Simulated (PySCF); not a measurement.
Isomers of C7H9N, mass 107.073 u with the commonest isotopes. The calculation used CAM-B3LYP/def2-SVPD in PySCF (dipole) on a GFN2-xTB geometry, gas phase. One conformer each, none proved a minimum here; rigid rotors.

Question: Order these by radius of gyration √(Σ m r²/M), smallest first.
A. p-toluidine, `c1cc(ccc1C)N`
B. `CC(C)=C1C[C@@H]1C#N`
C. `[CH2:1]=[CH:2][C@@H:3]([C:4]#[C:5][CH3:6])[N:7]=[CH2:8]` with C1–C2–C3–C4 14°, C2–C3–N7–C8 -126°
D. `[CH:1]#[C:2][CH2:3][C@@H:4]([CH3:5])[CH2:6][C:7]#[N:8]` with C2–C3–C4–C5 175°, C3–C4–C6–C7 -63°
E. `[CH:1]#[C:2][C@@H:3]1[C@H:4]([NH2:5])[C@@H:6]1[CH:7]=[CH2:8]` with C3–C4–N5–H -34° and 85°, C4–C6–C7–C8 -141°
F. `Cc1ccccc1N`
G. `[CH3:1][C@@H:2]1[CH:3]=[CH:4][CH2:5][C@H:6]1[C:7]#[N:8]` with C1–C2–C3–C4 -130°, C3–C4–C5–C6 9°, C4–C5–C6–C7 -136°, C1–C2–C6–C5 136°
H. `[CH3:1][CH2:2][c:3]1[cH:4][cH:5][n:6][cH:7][cH:8]1` with C1–C2–C3–C4 89° (4-ethylpyridine)

Answer: F (1.885 Å), E (1.923 Å), G (1.964 Å), H (1.987 Å), A (2.008 Å), D (2.107 Å), B (2.149 Å), C (2.184 Å).

Question: Order these by rotational constant A, smallest first.
A. `[CH3:1][CH2:2][c:3]1[cH:4][cH:5][n:6][cH:7][cH:8]1` with C1–C2–C3–C4 89° (4-ethylpyridine)
B. `[CH:1]#[C:2][C@@H:3]1[C@H:4]([NH2:5])[C@@H:6]1[CH:7]=[CH2:8]` with C3–C4–N5–H -34° and 85°, C4–C6–C7–C8 -141°
C. `[CH:1]#[C:2][CH2:3][C@@H:4]([CH3:5])[CH2:6][C:7]#[N:8]` with C2–C3–C4–C5 175°, C3–C4–C6–C7 -63°
D. `Cc1ccc(N)cc1` (p-toluidine)
E. `[CH3:1][C@@H:2]1[CH:3]=[CH:4][CH2:5][C@H:6]1[C:7]#[N:8]` with C1–C2–C3–C4 -130°, C3–C4–C5–C6 9°, C4–C5–C6–C7 -136°, C1–C2–C6–C5 136°
F. `Cc1ccccc1N`
G. `CC(C)=C1C[C@@H]1C#N`
H. `[CH2:1]=[CH:2][C@@H:3]([C:4]#[C:5][CH3:6])[N:7]=[CH2:8]` with C1–C2–C3–C4 14°, C2–C3–N7–C8 -126°

Answer: B (2354 MHz), H (2491 MHz), C (2788 MHz), E (3026 MHz), F (3259 MHz), G (3599 MHz), A (4776 MHz), D (5519 MHz).

Question: Order these by rotational constant B, smallest first.
A. `CC(C)=C1C[C@@H]1C#N`
B. p-toluidine, `Cc1ccc(N)cc1`
C. `[CH2:1]=[CH:2][C@@H:3]([C:4]#[C:5][CH3:6])[N:7]=[CH2:8]` with C1–C2–C3–C4 14°, C2–C3–N7–C8 -126°
D. `[CH:1]#[C:2][C@@H:3]1[C@H:4]([NH2:5])[C@@H:6]1[CH:7]=[CH2:8]` with C3–C4–N5–H -34° and 85°, C4–C6–C7–C8 -141°
E. `[CH3:1][C@@H:2]1[CH:3]=[CH:4][CH2:5][C@H:6]1[C:7]#[N:8]` with C1–C2–C3–C4 -130°, C3–C4–C5–C6 9°, C4–C5–C6–C7 -136°, C1–C2–C6–C5 136°
F. `Cc1ccccc1N`

Answer: A (1321 MHz), B (1478 MHz), C (1554 MHz), E (1878 MHz), D (2133 MHz), F (2224 MHz).

| SMILES | point group | Ia (u·Å²) | Ib (u·Å²) | Ic (u·Å²) | κ | μa (D) | μb (D) | μc (D) |
| --- | --- | --- | --- | --- | --- | --- | --- | --- |
| Cc1ccc(N)cc1 | Cs | 91.57 | 341.84 | 429.94 | -0.86 | 1.00 | 0.00 | 0.89 |
| CC(C)=C1C[C@@H]1C#N | C1 | 140.41 | 382.53 | 465.95 | -0.81 | 3.80 | 1.97 | 1.67 |
| CCc1ccncc1 | Cs | 105.81 | 337.23 | 402.06 | -0.86 | 2.79 | 0.00 | 0.44 |
| C[C@@H]1C=CC[C@H]1C#N | C1 | 167.00 | 269.10 | 389.60 | -0.33 | 4.00 | 0.22 | 1.17 |
| C=C[C@@H](C#CC)N=C | C1 | 202.92 | 325.29 | 492.93 | -0.28 | 2.15 | 0.23 | 0.40 |
| C#C[C@@H]1[C@H](N)[C@@H]1C=C | C1 | 214.68 | 236.98 | 340.14 | 0.49 | 0.34 | 0.29 | 0.55 |
| C#CC[C@@H](C)CC#N | C1 | 181.26 | 335.62 | 433.54 | -0.58 | 1.84 | 2.70 | 2.13 |
| Cc1ccccc1N | – | 155.07 | 227.19 | 378.74 | -0.08 | 1.29 | 0.57 | 0.84 |
